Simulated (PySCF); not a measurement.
# Electron correlation in P²⁺ (phosphorus, charge +2)

[Ne] 3s2 3p1, 2P determinant. Calculation: PySCF 2.14, in dyall-av3z (19s12p3d2f, 84 functions); the spin-free X2C one-electron Hamiltonian (Gaussian nucleus). Frozen: [Ne]; 3 electrons correlated; the 26 highest virtual orbitals of each spin left out.

MP2 pair energies summed by pair of shells (mhartree):

```json
{"pair": "3s-3s", "energy": "-25.69", "share (%)": "54.8"}
{"pair": "3s-3p", "energy": "-21.19", "share (%)": "45.2"}
```

Total MP2 correlation energy: -46.89 mhartree.

Same-spin part -2.99 and opposite-spin part -43.90 mhartree; SCS-MP2 scales them by 1/3 and 6/5 to -53.67 mhartree.
